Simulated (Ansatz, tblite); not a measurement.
Forces on WOF4 at its PBE0-D4/def2-SVP geometry. Total charge 0; singlet.

In the def2 sets W takes a core potential; there is no spin–orbit coupling. The xTB rows come from tblite.

GFN1-xTB (tblite), largest force 2.57 eV/Å:

```xyz
6
positions Å, forces eV/Å
W    -0.018    0.017    0.034    1.100   -1.042   -2.078
O    -0.732    0.694    1.384   -0.277    0.262    0.524
F    -0.774   -1.668   -0.117    0.864    1.857    0.122
F     1.488   -0.854    0.672   -1.654    0.950   -0.757
F     1.149    1.312   -0.593   -1.277   -1.467    0.655
F    -1.113    0.498   -1.381    1.244   -0.561    1.533
```

GFN2-xTB (tblite), largest force 0.98 eV/Å:

```
W -0.417 0.395 0.789
O -0.074 0.070 0.139
F 0.196 0.002 -0.252
F 0.022 -0.061 -0.313
F 0.049 -0.234 -0.212
F 0.224 -0.171 -0.151
```

HF/def2-TZVP (Ansatz), largest force 2.66 eV/Å:

```
W -0.875 0.828 1.655
O 1.137 -1.076 -2.149
F 0.405 0.797 0.005
F -0.703 0.397 -0.382
F -0.537 -0.672 0.242
F 0.573 -0.273 0.629
```
